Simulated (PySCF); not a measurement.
F3Ge, SMILES [Ge]([F])([F])[F] (connectivity only; charge and spin as stated), charge +1, multiplicity 1.

Geometry: B3LYP-D3(BJ)/def2-SVP. The multiplicity is an assumed one; other spin states were not compared. The isomer is the one that the SMILES or the coordinates give; other isomers of the formula were not compared.

Two levels are set side by side: TDA-PBE/def2-SVPD (PySCF) and ADC(2)/aug-cc-pVDZ (PySCF). Vertical, same geometry; the bases differ. Differences are taken from unrounded values.

```json
[
 {"quantity": "lowest singlet excitation (eV)", "ADC(2)": "7.32", "TDA-PBE": "5.76", "TDA-PBE minus ADC(2)": "-1.56"}
]
```

Functionals without exact exchange tend to place singlet excitations lower, as here. Differences between two approximate levels are no errors against the true value.

Rough cost on one machine, each run with all the roots and properties that it gave: ADC(2) against TDA-PBE about 30 times.
